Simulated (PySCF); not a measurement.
Spinor energies of Ir⁴⁵⁺ (iridium, charge +45)

Start: [Ar] 3d10 4s2 4p2; 4p1/2 filled at m_j = -1/2, +1/2. Calculated with PySCF 2.14 in an uncontracted even-tempered set (16 s from 6 bohr⁻², ratio 2.8; 13 p from 7.8 bohr⁻², ratio 2.8; 8 d from 14 bohr⁻², ratio 2.8; 4 f from 34 bohr⁻², ratio 3): generalised Hartree-Fock with the X2C-1e Hamiltonian and a Gaussian nucleus; one run each with spin-orbit coupling (SO) switched off, then screened by Boettger's factors.

```tsv
spinor shell	electrons	ε, spin-free (eV)	ε, screened SO (eV)	weight of nominal j (screened SO)	rms radius, screened SO (bohr)
1s1/2	2	-78814.8	-78781.7	1.000	0.0197
2s1/2	2	-15785.8	-15772.8	1.000	0.0794
2p1/2	2	-14020.3	-15190.1	1.000	0.0673
3s1/2	2	-5372.4	-5365.9	1.000	0.201
3p1/2	2	-4843.1	-5112.8	1.000	0.192
3p3/2	4	-4843.1	-4728.2	1.000	0.207
3d3/2	4	-4275.8	-4320.8	1.000	0.180
3d5/2	6	-4275.8	-4237.5	1.000	0.184
4s1/2	2	-2525.8	-2523.4	1.000	0.421
4p1/2	2	-2350.7	-2428.5	1.000	0.410
```

(1) Where does 2p3/2 lie, and what is the 2p spin-orbit splitting (screened SO)?

```json
{"quantity": "E (hartree)", "spin-free": "-16421.57788", "screened SO": "-16451.41668"}
{"quantity": "M_J", "spin-free": "0", "screened SO": "0"}
{"quantity": "⟨J²⟩", "spin-free": "2.001", "screened SO": "0.000"}
{"quantity": "⟨L²⟩", "spin-free": "2.001", "screened SO": "1.383"}
{"quantity": "⟨S²⟩", "spin-free": "2.000", "screened SO": "1.383"}
```

Breit and QED terms are absent; they matter most for the inner s and p1/2 levels.

Densities and radii are taken from the X2C orbitals without a picture-change correction, which distorts them close to the nucleus.

Without spin-orbit coupling the j labels of p, d and f shells carry no meaning; the spin-free column gives the mean over the occupied spinors of each nl shell.

Results:

(1) At -13548.3 eV, 1641.8 eV above 2p1/2.
